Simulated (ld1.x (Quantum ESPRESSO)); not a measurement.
O: excitation energies, all-electron against ultrasoft

```
Element                 : oxygen (O)
Generator               : ld1.x (Quantum ESPRESSO) 7.5
Type                    : ultrasoft
Functional              : PBE
Relativity              : non-relativistic
Frozen core             : [He]
Valence charge          : 6
Reference configuration : 2s1.5 2p4.5
Partial waves           : 2s (bound): rcut 0.70, rcutus 0.95 bohr; 2s channel at 2.2 Ry: rcut 0.70, rcutus 0.95 bohr; 2p (bound): rcut 1.40, rcutus 1.65 bohr; 2p channel at -0.15 Ry: rcut 1.40, rcutus 1.65 bohr
Local potential         : all-electron potential smoothed inside 0.70 bohr (lloc = -2)
Core correction         : Bessel-smoothed model core inside 0.45 bohr
Augmentation charge     : PSQ, radius 0.55 bohr
```

Energies are relative to the spin-unpolarised reference configuration 2s1.5 2p4.5; without spin polarisation the order of configurations can differ from experiment. The frozen-core shift is the all-electron ΔE with the core orbitals held at their reference shape minus the fully relaxed ΔE.

(1) Give the all-electron excitation energy and the error of the potential for: 2s2 2p4; 2s2 2p3; 2s2 2p2; 2s1 2p5; 2s2 2p0; 2s0 2p6; 2s2 2p1.

Levels in the configuration 2s2 2p3:

```tsv
level	all-electron (eV)	pseudo (eV)
2s	-39.612	-39.632
2p	-24.457	-24.456
```

Answers

(1)

```tsv
valence configuration	charge	ΔE all-electron (eV)	error AE − PS (meV)	frozen-core shift (meV)
2s2 2p4	0	-7.443	+3.7	+0.1
2s2 2p3	+1	8.996	+5.7	+0.2
2s2 2p2	+2	42.589	+5.3	+1.1
2s1 2p5	0	7.453	+3.7	+0.1
2s2 2p0	+4	173.363	+76	+22
2s0 2p6	0	22.385	+33	+0.9
2s2 2p1	+3	96.461	+9.3	+5.9
```
